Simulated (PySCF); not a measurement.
Te(F)4 cation (F4Te), SMILES [Te](F)(F)(F)F (connectivity only; charge and spin as stated), charge +1, multiplicity 2.

Geometry: B3LYP-D3(BJ)/def2-SVP. The spin state was assumed, not searched. The isomer is the one that the SMILES or the coordinates give; other isomers of the formula were not compared. The def2 effective core potentials stand for the cores of Te; spin–orbit coupling is left out.

Calculation: TDA-PBE/def2-SVPD in PySCF.

Vertical excitations. The molecule is in vacuum.

Estimate the UV-visible absorptions. (An estimate is asked for; the answer gives what the named calculation found.)


```json
[
 {"state": "root 1", "energy (eV)": "1.96", "λ (nm)": "632", "f": "0.000", "main pairs": "β HOMO→LUMO 100 %"},
 {"state": "root 2", "energy (eV)": "2.05", "λ (nm)": "605", "f": "0.001", "main pairs": "β HOMO−1→LUMO 98 %"},
 {"state": "root 3", "energy (eV)": "2.17", "λ (nm)": "573", "f": "0.002", "main pairs": "β HOMO−2→LUMO 99 %"},
 {"state": "root 4", "energy (eV)": "2.34", "λ (nm)": "529", "f": "0.001", "main pairs": "β HOMO−3→LUMO 100 %"},
 {"state": "root 5", "energy (eV)": "2.49", "λ (nm)": "498", "f": "0.001", "main pairs": "β HOMO−4→LUMO 100 %"},
 {"state": "root 6", "energy (eV)": "2.78", "λ (nm)": "446", "f": "0.000", "main pairs": "β HOMO−6→LUMO 100 %"},
 {"state": "root 7", "energy (eV)": "3.05", "λ (nm)": "406", "f": "0.028", "main pairs": "β HOMO−5→LUMO 91 %"},
 {"state": "root 8", "energy (eV)": "3.05", "λ (nm)": "406", "f": "0.008", "main pairs": "β HOMO−7→LUMO 95 %"},
 {"state": "root 9", "energy (eV)": "4.89", "λ (nm)": "253", "f": "0.001", "main pairs": "β HOMO−8→LUMO 90 %"},
 {"state": "root 10", "energy (eV)": "5.13", "λ (nm)": "242", "f": "0.000", "main pairs": "α HOMO→LUMO 11 %, β HOMO−9→LUMO 86 %"}
]
```
Unrestricted roots are not spin-pure.
